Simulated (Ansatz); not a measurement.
Process, species as SMILES: C[C@@H]1CC[C@H](C)C1 → C[C]1CC[C@H](C)C1 + H atom (the C-H bond at the site shown breaks; other sites are not compared here)
Geometries: B3LYP-D3(BJ)/def2-TZVP minima from Ansatz (an electronic-structure program), one conformer each, not searched for the lowest. Frequencies are from Ansatz.

Wanted: bond dissociation energy (enthalpy at 298 K, with B3LYP-D3(BJ) rigid-rotor harmonic-oscillator terms), in eV. Correlated levels leave the core frozen unless marked. UHF or UKS for open shells. Spin-orbit coupling is left out. No relativistic terms. Basis-set limits of correlation are two-point, X^-3; Hartree-Fock from the larger set. [CCSD(T)-MP2]/basis is that difference in the basis named.

```
level                          program  bond dissociation energy (eV)
----------------------  --------------  -----------------------------
HF/cc-pVDZ                      Ansatz                           2.96
BLYP-D3(BJ)/def2-TZVPD  Ansatz + dftd3                           3.84
BLYP-D4/def2-TZVPD      Ansatz + dftd4                           3.84
B3LYP-D4/def2-TZVPD     Ansatz + dftd4                           3.91
```

Problem. Predict the RI-MP2/CBS(cc-pVTZ,cc-pVQZ)+[CCSD(T)-MP2]/cc-pVTZ result (Ansatz).

Solution. 4.13 eV
